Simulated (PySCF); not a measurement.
These 3 structures share the formula C3H9NO2Si. Method used: PBE0-D3(BJ)/def2-SVP geometry optimisation, gas phase in PySCF 2.14.0. Energies are electronic, without zero-point or thermal terms, for one conformer each. No frequencies were run at this level. Point groups hold within 0.08 Å.

Question: Order them by energy at this level, lowest first, and give relative energies in kcal/mol.
A. `[CH2:1]=[N:2][SiH:3]([O:4][CH3:5])[O:6][CH3:7]` with C1–N2–Si3–O4 -120°, N2–Si3–O4–C5 -63°, N2–Si3–O6–C7 -171°
B. `[CH3:1][NH:2][SiH2:3][O:4][C:5]([CH3:6])=[O:7]` with C1–N2–Si3–O4 73°, N2–Si3–O4–C5 180°, Si3–O4–C5–C6 179°
C. `[NH2:1][CH2:2][SiH:3]1[O:4][CH2:5][CH2:6][O:7]1` with H–N1–C2–Si3 -65° and 176°, N1–C2–Si3–O4 -73°, C2–Si3–O4–C5 121°, Si3–O4–C5–C6 -23°, O4–C5–C6–O7 34°, C5–C6–O7–Si3 -30°

Answer: B (0.0), C (12.3), A (19.2).

As drawn, the lowest has a C=O bond, an N–H bond and a C(=O)–O unit, which the highest lacks; the highest has a C=N bond, which the lowest lacks.

| SMILES | E (Eh) | E rel (kcal/mol) | dipole (D) | point group | A, B, C (MHz) |
| --- | --- | --- | --- | --- | --- |
| CN[SiH2]OC(C)=O | -613.69540 | 0.0 | 2.96 | C1 | 5240, 1071, 943.5 |
| NC[SiH]1OCCO1 | -613.67577 | 12.3 | 1.34 | C1 | 3595, 1805, 1632 |
| C=N[SiH](OC)OC | -613.66483 | 19.2 | 0.55 | C1 | 2223, 2062, 1162 |

How do the relative energies change in single points at PBE0/pcSseg-1 (no added dispersion term) on the same geometries?

```json
{"SMILES": "CN[SiH2]OC(C)=O", "PBE0-D3(BJ)/def2-SVP (kcal/mol)": "0.0", "PBE0/pcSseg-1 (kcal/mol)": "0.0", "shift": "0.0"}
{"SMILES": "NC[SiH]1OCCO1", "PBE0-D3(BJ)/def2-SVP (kcal/mol)": "12.3", "PBE0/pcSseg-1 (kcal/mol)": "13.4", "shift": "+1.1"}
{"SMILES": "C=N[SiH](OC)OC", "PBE0-D3(BJ)/def2-SVP (kcal/mol)": "19.2", "PBE0/pcSseg-1 (kcal/mol)": "17.8", "shift": "-1.4"}
```

Each column counts from its own lowest isomer. The order is unchanged; the largest shift is 1.4 kcal/mol.
